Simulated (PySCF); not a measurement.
Br5Ta, multiplicity 1. Atoms are numbered in the order given.

```xyz
6

Ta     0.0000     0.0000     0.0000
Br     0.0000     0.0000     2.5066
Br     0.0000     0.0000    -2.5066
Br    -2.4557     0.0000     0.0000
Br     1.2278     2.1267     0.0000
Br     1.2278    -2.1267     0.0000
```
Charge 0, spin multiplicity 1.

The structure is a stationary point at B3LYP-D3(BJ)/def2-SVP. The spin state was assumed, not searched. The isomer is the one that the SMILES or the coordinates give; other isomers of the formula were not compared. The def2 effective core potentials stand for the cores of Ta; spin–orbit coupling is left out.

Level of theory: PySCF with PBE0/def2-TZVP.

ESP charges are fitted to the potential on shells at 1.4 to 2.0 van der Waals radii. Atomic charges (e):

```tsv
atom	ESP fit	Löwdin
Ta1	0.06	…
Br2	-0.08	…
Br3	-0.08	…
Br4	0.03	…
Br5	0.03	…
Br6	0.03	…
```

Problem. Complete the blanks. (An estimate is asked for; the answer gives what the named calculation found.)

Solution. 
- Ta1, Löwdin: -0.64
- Br2, Löwdin: 0.08
- Br3, Löwdin: 0.08
- Br4, Löwdin: 0.16
- Br5, Löwdin: 0.16
- Br6, Löwdin: 0.16
